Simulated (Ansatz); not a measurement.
`N#[C][SnH3]` + `CCN` → `CC[NH][SnH3]` + `C#N` at 700 K and 1 bar (ligand exchange at the Sn–C bond).

Gas-phase electronic energies from Ansatz, PBE0-D4/def2-TZVP geometries. CCSD(T)/CBS is the MP2 limit (def2-TZVPP, def2-QZVPP) plus CCSD(T) − MP2 in def2-TZVPP, frozen cores. This one scheme is used for every species. def2 core potentials past Kr. For Sn outer-core shells are correlated without core-valence functions, which leaves a few kJ/mol of doubt a bond. One conformer a species, not always the lowest.

| species | CCSD(T)/CBS energy (Eh) | H − E (kJ/mol) | S (J/(mol·K)) |
| --- | --- | --- | --- |
| `N#[C][SnH3]` | -308.54194 | 125.6 | 367.0 |
| `CCN` | -135.01652 | 298.7 | 354.6 |
| `CC[NH][SnH3]` | -350.22359 | 353.5 | 485.9 |
| `C#N` | -93.32098 | 68.7 | 235.2 |

H − E and S are ideal-gas, rigid-rotor, harmonic terms from PBE0-D4/def2-TZVP, for one conformer and one mirror image of each species. 1 Eh = 2625.50 kJ/mol, R = 8.31446 J/(mol·K).

Task: By hand: ΔE, ΔH, ΔS and ΔG.

Result: ΔE = (-350.22359) + (-93.32098) − (-308.54194) − (-135.01652) = 0.01389 Eh = 36.5 kJ/mol. Δ(H − E) = 353.5 + 68.7 − 125.6 − 298.7 = -2.1, so ΔH = 34.4 kJ/mol. ΔS = 485.9 + 235.2 − 367.0 − 354.6 = -0.5 J/(mol·K). ΔG = 34.4 − 700 × (-0.5)/1000 = 34.8 kJ/mol.

Task: By hand: the equilibrium constant, and the temperature at which ΔG would vanish if ΔH and ΔS stayed fixed.

Result: log₁₀ K = −ΔG/(RT ln 10) = -2.6. ΔH and −TΔS have one sign here, so there is no such temperature. One of them is within its doubt of zero, so this could turn.

The number of gas molecules stays the same, so ΔS is small and ΔH decides. A doubt of 5 kJ/mol in ΔE shifts log₁₀ K by 0.4 here. Other conformers and mirror images would add mixing entropy, several J/(mol·K) or more a flexible species. These are equilibria of isolated gas molecules and say nothing of rates. Largest T1 diagnostic: 0.014 (customary marks: 0.02 for closed shells, 0.045 for open ones).
